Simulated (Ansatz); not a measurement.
Energy needed to pull apart InH3O3 (SMILES [OH][In]([OH])[OH]), singlet, into free ground-state atoms, from the structure below (displaced at random from its PBE0-D4/def2-TZVP minimum); no zero-point or spin–orbit terms; open-shell atoms are treated unrestricted, in their ground-state multiplicity.

O1  (-1.907, 0.446, -0.155)
In2  (0.000, -0.007, -0.006)
O3  (0.981, 0.330, 1.633)
O4  (0.949, -0.792, -1.613)
H5  (-2.210, 0.880, 0.739)
H6  (1.923, 0.011, 1.576)
H7  (0.416, -0.939, -2.221)
(Å)

Ansatz 0.2.0; basis: def2-TZVPP; cores frozen in the correlated methods. Filled d shells of the heavier atoms are correlated. Core potentials replace the inner electrons of the atoms past krypton. The def2 sets are not built for correlating such inner shells, so the correlated values are less sure here.

| method | atomization energy (kJ/mol) |
| --- | --- |
| PBE-D4 | 2256 |
| r2SCAN-D4 | 2203 |
| PBE0-D4 | 2151 |
| wB97M-V | ? |
| HF | 1319 |
| MP2 | 2231 |
| CCSD | ? |
| CCSD(T) | 2146 |

**Question.** What does wB97M-V give? (An estimate is asked for; the value comes from the calculation.)

**Answer.** By the calculation: 2204 kJ/mol, which is about 58 kJ/mol more than CCSD(T)/def2-TZVPP.

**Question.** What does CCSD give? (Judge from chemistry; the value comes from the calculation.)

**Answer.** The calculation gives: 2089 kJ/mol, which is about 57 kJ/mol less than CCSD(T)/def2-TZVPP.

In triple zeta the MP2 and coupled-cluster atomization energies are still short of their basis limit by a few kcal/mol a bond, whereas those of the functionals are nearly converged, so these differences are not deviations from converged CCSD(T).

The T1 diagnostic stays at or below 0.018.

For scale, one of the runs: CCSD(T)/def2-TZVPP forces, 185 basis functions (an equivalent command: `ansatz run in.yaml --threads 4`). Hardware: 4 CPU threads, shared host. Wall time 4.1 min; peak host memory 4.3 GiB.
